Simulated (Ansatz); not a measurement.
Ansatz (an electronic-structure program) input (CCSD(T)/def2-SVPD):

Ansatz 0.2 input:
```yaml
crystal:
  periodic: [false, false, false]
  atoms:
    - {symbol: Y, position_ang: [1.03994636, -0.42123714, 0.06527314]}
    - {symbol: O, position_ang: [1.92767356, -0.18019520, -1.53650532]}
    - {symbol: Br, position_ang: [-1.59940847, 0.51056600, 0.27846830]}
basis:
  gaussian:
    orbitals: def2-SVPD
total_charge: -1
magnetization: {spin_polarized: true, initial_magnetization: 1}
correlation: {method: ccsd_t, electrons: outside_noble_gas}
output: {forces: true}
```

Output:

```
Functional definition: HF
integrals: 0.19 GiB planned
925 factors; integrals over basis functions are off by at most 5.3e-4 eV
mean field: 0.40 GiB planned
mean field evaluation 1: about -73056.6117 eV, gradient 2.7e1 eV
mean field evaluation 2: about -73056.6194 eV, gradient 2.7e1 eV
mean field evaluation 4: about -73060.6957 eV, gradient 2.1e0 eV
mean field evaluation 8: about -73060.8577 eV, gradient 3.0e-1 eV
mean field evaluation 16: about -73057.8748 eV, gradient 3.0e0 eV
mean field evaluation 32: about -73054.2642 eV, gradient 2.5e1 eV
mean field evaluation 64: about -73057.4502 eV, gradient 3.5e0 eV
mean field evaluation 96: about -73060.8414 eV, gradient 1.2e0 eV
mean field evaluation 128: about -73058.7162 eV, gradient 7.2e-2 eV
mean field evaluation 160: about -73058.7510 eV, gradient 4.7e-1 eV
mean field evaluation 192: about -73057.7990 eV, gradient 3.7e0 eV
mean field evaluation 224: about -73058.6079 eV, gradient 4.1e-2 eV
mean field evaluation 256: about -73058.6647 eV, gradient 8.5e-2 eV
mean field evaluation 288: about -73059.2701 eV, gradient 2.9e-3 eV
mean field evaluation 320: about -73057.8869 eV, gradient 5.6e0 eV
mean field evaluation 352: about -73057.3081 eV, gradient 1.2e0 eV
mean field -73060.86405433 eV, -2684.9372315642 hartree, gradient 1.8e-6 eV, S^2 0.752097; 12 other end points of the search recorded, 0 dependent functions left out
determinant -73060.86405433 eV, -2684.9372315642 hartree, with singles and doubles -73071.69609954 eV, -2685.3353018834 hartree
determinant -73059.27007790 eV, -2684.8786540109 hartree, with singles and doubles -73070.15543846 eV, -2685.2786836331 hartree
determinant -73058.74489592 eV, -2684.8593539291 hartree, with singles and doubles -73068.40117189 eV, -2685.2142155260 hartree
determinant -73058.71646330 eV, -2684.8583090497 hartree, with singles and doubles -73068.47519801 eV, -2685.2169359354 hartree
determinant -73058.68988940 eV, -2684.8573324770 hartree, with singles and doubles -73067.89253049 eV, -2685.1955232991 hartree
determinant -73058.60725842 eV, -2684.8542958444 hartree, with singles and doubles -73067.72229238 eV, -2685.1892671639 hartree
determinant -73058.59057349 eV, -2684.8536826846 hartree, with singles and doubles -73067.70264936 eV, -2685.1885452961 hartree
determinant -73058.35457873 eV, -2684.8450100371 hartree, with singles and doubles -73067.62103755 eV, -2685.1855461175 hartree
determinant -73058.31684060 eV, -2684.8436231864 hartree, with singles and doubles -73067.49394871 eV, -2685.1808756887 hartree
19 core orbitals not correlated
reference -73060.86405433 eV, -2684.9372315642 hartree; 9, 8 occupied and 70, 71 virtual orbitals, 925 factors
densities: 0.77 GiB planned
second order -10.93384030 eV of doubles, -0.00000000 eV of singles
coupled cluster: 0.52 GiB planned
cycle   1  -10.81596211 eV  change   -2.0e-1 eV  update   2.6e-2
cycle   2  -10.84079828 eV  change   -2.5e-2 eV  update   9.0e-3
cycle   3  -10.83657019 eV  change    4.2e-3 eV  update   6.3e-3
cycle   4  -10.84141023 eV  change   -4.8e-3 eV  update   2.6e-3
cycle   5  -10.84096807 eV  change    4.4e-4 eV  update   1.4e-3
cycle   6  -10.84129443 eV  change   -3.3e-4 eV  update   6.7e-4
cycle   7  -10.84139916 eV  change   -1.0e-4 eV  update   3.4e-4
cycle   8  -10.84140932 eV  change   -1.0e-5 eV  update   1.5e-4
cycle   9  -10.84140698 eV  change    2.3e-6 eV  update   6.7e-5
cycle  10  -10.84140018 eV  change    6.8e-6 eV  update   3.0e-5
cycle  11  -10.84140533 eV  change   -5.1e-6 eV  update   1.2e-5
cycle  12  -10.84140382 eV  change    1.5e-6 eV  update   6.3e-6
cycle  13  -10.84140274 eV  change    1.1e-6 eV  update   3.1e-6
cycle  14  -10.84140340 eV  change   -6.6e-7 eV  update   1.4e-6
cycle  15  -10.84140264 eV  change    7.6e-7 eV  update   6.8e-7
perturbative correction -0.47511908 eV, -0.0174603040 hartree
the calculation of the forces begins
Total energy: -73072.18057604 eV, -2685.3531060665 hartree
Atom 0 at     1.039946    -0.421237     0.065273 Å, force    -0.515136    -0.223914     1.161413 eV/Å
Atom 1 at     1.927674    -0.180195    -1.536505 Å, force     0.681665     0.170148    -1.188732 eV/Å
Atom 2 at    -1.599408     0.510566     0.278468 Å, force    -0.166529     0.053766     0.027319 eV/Å
Dipole moment:    -0.590696     0.075650     0.414444 e Å
```

The spin state was set by rule; other spins were not relaxed.
